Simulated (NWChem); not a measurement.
System: CH3BF2O; SMILES OB(F)CF

```xyz
8

O      1.3460    -0.6455    -0.0003
B      0.0068    -0.5958    -0.0003
F     -0.6852    -1.7280     0.0004
C     -0.7493     0.7938    -0.0014
F      0.1873     1.8184     0.0007
H      1.7037     0.2531    -0.0005
H     -1.3985     0.9003    -0.8889
H     -1.4024     0.9001     0.8833
```
Atoms are numbered in this order, from 1.

Program: NWChem. Coordinates come from a PBE0/def2-SVP optimisation. Vzz is the largest principal value of the second derivative of the potential at the nucleus (NWChem prints the opposite sign); η is the asymmetry. Non-relativistic.

Q: What does the run give for Hartree-Fock/def2-SVP? Quantities: Vzz O1 (a.u.); η O1; Vzz B2 (a.u.); η B2.

A: 
```json
{
  "Vzz O1 (a.u.)": "1.282",
  "η O1": "0.14",
  "Vzz B2 (a.u.)": "0.378",
  "η B2": "0.50"
}
```
